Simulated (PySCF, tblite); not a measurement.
Question: Write Cartesian coordinates for `C[C@](F)(CC(F)(F)F)C(=O)Cl` as optimised with GFN2-xTB.

Answer: 
```xyz
16
C5H5ClF4O angstrom
C     -1.4494    1.3050   -0.1348
C     -0.4984    0.1824    0.2822
F     -0.3241    0.2462    1.6443
C      0.8688    0.3160   -0.4055
C      1.9050   -0.6452    0.1631
F      1.4400   -1.8926    0.3024
F      2.9713   -0.7216   -0.6481
F      2.3665   -0.2646    1.3562
C     -1.1522   -1.1457   -0.1138
O     -1.1842   -1.5537   -1.2293
Cl    -1.9275   -1.9638    1.1988
H     -1.6236    1.2672   -1.2055
H     -2.3952    1.1902    0.3892
H     -1.0165    2.2655    0.1331
H      1.2584    1.3274   -0.2753
H      0.7535    0.0963   -1.4684
```

Any rigid rotation of these coordinates is as good. Atoms count from 1 in this order. The 4 C–F bonds span 1.335 Å (C5–F8, drawn single) to 1.375 Å (C2–F3, drawn single), a spread of 0.040 Å. Of the pairs four or more bonds apart, F6···C9 is among the closest relative to their van der Waals radii: 2.73 Å, 86 % of the sum of Bondi's values.

Bonds between heavy atoms (Å): C1–C2 1.529, C2–F3 1.375, C2–C4 1.536, C4–C5 1.523, C5–F6 1.339, C5–F7 1.342, C5–F8 1.335, C2–C9 1.532, C9=O10 1.188, C9–Cl11 1.730.

Structure optimised with GFN2-xTB, isolated species.

Point group: C1 (no symmetry element, even within 0.4 Å). Its GFN2-xTB frequencies are all real (lowest 25 cm⁻¹). The numbers are those of one conformer (C1–C2–C4–C5 170°, C1–C2–C9–O10 76°).

All values are computed, not measured.
